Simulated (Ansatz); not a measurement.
ammonia (H₃N), singlet, geometry from GFN2-xTB. Base run: HF/pcseg-1 run with Ansatz (an electronic-structure program).

Here is a job for Ansatz.
Ansatz 0.2 input:
```yaml
crystal:
  periodic: [false, false, false]
  atoms:
    - {symbol: N, position_ang: [-0.00088861, 0.00220129, 0.11002386]}
    - {symbol: H, position_ang: [0.01587655, 0.93846578, -0.27548989]}
    - {symbol: H, position_ang: [0.81249024, -0.48875726, -0.24050098]}
    - {symbol: H, position_ang: [-0.82214652, -0.46511757, -0.25417613]}
basis:
  gaussian:
    orbitals: pcseg-1.json
hamiltonian:
  xc: hf
```
The basis file holds pcseg-1 in the JSON format of the Basis Set Exchange.

Variants of this job, named by their change:

```tsv
change	basis functions	E (Eh)
base	29	-56.17959
basis = 3-21G	15	-55.87100
basis = 6-31G	15	[?]
basis = def2-SV(P)	20	-56.12962
basis = 6-31G*	21	-56.18404
basis = 6-311G**	36	-56.21002
basis = 6-311++G**	[?]	[?]
basis = 6-311+G(2d,p)	[?]	[?]
basis = def2-TZVPD	[?]	[?]
basis = cc-pVTZ	72	-56.21779
basis = aug-cc-pVTZ	115	-56.22031
basis = def2-QZVPP	147	-56.22439
basis = def2-QZVP	147	-56.22439
```

### Question
Fill in the missing entries.

### Answer

- basis = 6-31G, E (Eh): -56.16183
- basis = 6-311++G**, basis functions: 43
- basis = 6-311++G**, E (Eh): -56.21437
- basis = 6-311+G(2d,p), basis functions: 45
- basis = 6-311+G(2d,p), E (Eh): -56.21536
- basis = def2-TZVPD, basis functions: 64
- basis = def2-TZVPD, E (Eh): -56.21949

Totals compare only among sets that treat the same electrons; sets with core potentials leave the core out.
